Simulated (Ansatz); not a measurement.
Reaction (formal exchange of groups at a Te–Ge bond): `C[Te][GeH3]` + `C=NC(C)=S` → `C[Te]C(C)=S` + `C=[N][GeH3]`

Isolated molecules relaxed with PBE0-D4/def2-TZVP in Ansatz; ΔE leaves out vibrations. CCSD(T)/CBS is the MP2 limit (def2-TZVPP, def2-QZVPP) plus CCSD(T) − MP2 in def2-TZVPP, frozen cores. DFT in def2-TZVPP. def2 core potentials past Kr. For Ge, Te outer-core shells are correlated without core-valence functions, which leaves a few kJ/mol of doubt a bond. Scalar relativity is left out up to krypton. One conformer a species, not always the lowest.

```tsv
species	CAM-B3LYP energy (Eh)
`C[Te][GeH3]`	-2386.85761
`C=NC(C)=S`	-570.22833
`C[Te]C(C)=S`	-784.11537
`C=[N][GeH3]`	-2172.94327
```

Problem. Work out ΔE.

Solution. ΔE = (-784.11537) + (-2172.94327) − (-2386.85761) − (-570.22833) = 0.02730 Eh = +0.74 eV. CCSD(T)/CBS gives +0.55 eV.

Problem. What do rigid-rotor, harmonic-oscillator terms from PBE0-D4/def2-TZVP frequencies (298.15 K, 1 bar) make of the CCSD(T)/CBS value? (Estimate.)

Solution. Computed: ΔZPE = -0.04 eV, ΔH = +0.51 eV, ΔS = -7 J/(mol·K), ΔG = +0.53 eV.

Largest T1 diagnostic among the species: 0.017.

At CCSD(T), def2-SVP lies +0.26 eV from the extrapolated value and def2-TZVPP −0.00 eV. The D4 term adds −0.05 eV with B3LYP and −0.02 eV with PBE0; it sums over pairs of atoms, weighted by their polarisabilities, and B3LYP, whose exchange is more repulsive, gets the larger term.

B3LYP here is the variant with VWN-RPA as its local correlation; programs differ in this.
